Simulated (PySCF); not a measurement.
# Spin states of SnCl⁺

Unrestricted PBE0; basis Sn def2-SVP with ECP28, Cl def2-SVP; scalar-relativistic core potentials; PySCF 2.14. Outer shells of the fragments: Sn+ 4d10 5s2 5p1; Cl 3s2 3p5.

Followed along the bond (rough minima from three points):

```csv
2Ms+1,unpaired,⟨S²⟩ at the start,R at minimum (Å),Te (eV)
1,none,0.00,2.30,0.00
3,"σ ↑, π ↑",2.01,2.46,3.80
```

Solutions found at the starting distance of 2.420 Å, counted from the lowest of them; the search is not exhaustive and high or unbound solutions are not listed, so other states can lie among these:

```tsv
2Ms+1	unpaired	term	E (eV)	⟨S²⟩	⟨Lz²⟩	μ (D)
1	none	¹Σ⁺	0.00	0.00	0.00	-3.55
3	σ ↑, π ↑	³Π	3.67	2.01	1.00	-1.66
3	π ↑↑	mixed	3.89	2.01	2.01	1.46
3	π ↑↑	mixed	4.03	2.01	2.01	1.43
1	π ↑↓	mixed	4.04	1.01	2.01	1.42
3	σ ↑↑	³Σ⁺	5.76	2.00	0.00	-1.01
3	σ ↑, π ↑	³Π	6.00	2.00	1.01	1.58
```

A term symbol is given only where ⟨S²⟩ and ⟨Lz²⟩ are close to those of a pure state; real π, δ and φ orbitals otherwise mix terms. A positive dipole points towards Cl; it is taken about the centre of mass and depends on that origin.

**Question.** Compare the gap between the two lowest followed solutions at the starting distance with the gap between their minima.

**Answer.** At PBE0 the second solution (triplet, unpaired electrons σ ↑, π ↑) lies +3.67 eV from the first (singlet, closed shell) at 2.420 Å and +3.80 eV at the minima; the two curves relax by different amounts, since their minima lie near 2.46 and 2.30 Å.

Spin–orbit coupling is left out. Counting both spins, an empty level lies below a filled one in some of these solutions, because spin and occupation are held.
